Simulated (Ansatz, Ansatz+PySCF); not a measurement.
| atom | x (Å) | y (Å) | z (Å) |
| --- | --- | --- | --- |
| C | 1.5087 | 0.0000 | 0.0000 |
| C | 0.8325 | 1.3240 | 0.0000 |
| C | -0.6815 | 1.3100 | 0.0000 |
| C | -1.4280 | 0.0000 | 0.0000 |
| C | -0.6815 | -1.3100 | 0.0000 |
| C | 0.8325 | -1.3240 | 0.0000 |
| H | 1.4323 | 2.3413 | 0.0000 |
| H | -1.2762 | 2.3306 | 0.0000 |
| H | -2.6080 | 0.0000 | 0.0000 |
| H | -1.2762 | -2.3306 | 0.0000 |
| H | 1.4323 | -2.3413 | 0.0000 |

Basis set: def2-SVP (spherical functions). Correlated methods keep 6 orbitals frozen. Correlation on ROHF uses semicanonical orbitals with singles. Charge 0, multiplicity 2.

Computed with Ansatz (development build ahead of 0.2.0); each method stands on the lowest determinant of its kind that the runs found.

The atomization energy at this shape (free ground-state atoms in the same class of orbitals less the molecule, no zero-point energy) of doublet C₆H₅:

```tsv
method	atomization energy
ROHF-MP2	1187.36 kcal/mol
UHF-MP2	1147.05 kcal/mol
ROHF	902.31 kcal/mol
```

Question: What does UHF give?

Answer: 911.24 kcal/mol. Caution: the shape is not the minimum. Caution for ROHF-MP2, ROHF: an unrestricted determinant lies well below. Caution for UHF-MP2: another reference gives a lower total. Caution for UHF-MP2, UHF: the unrestricted determinant is a mixture of spin states.
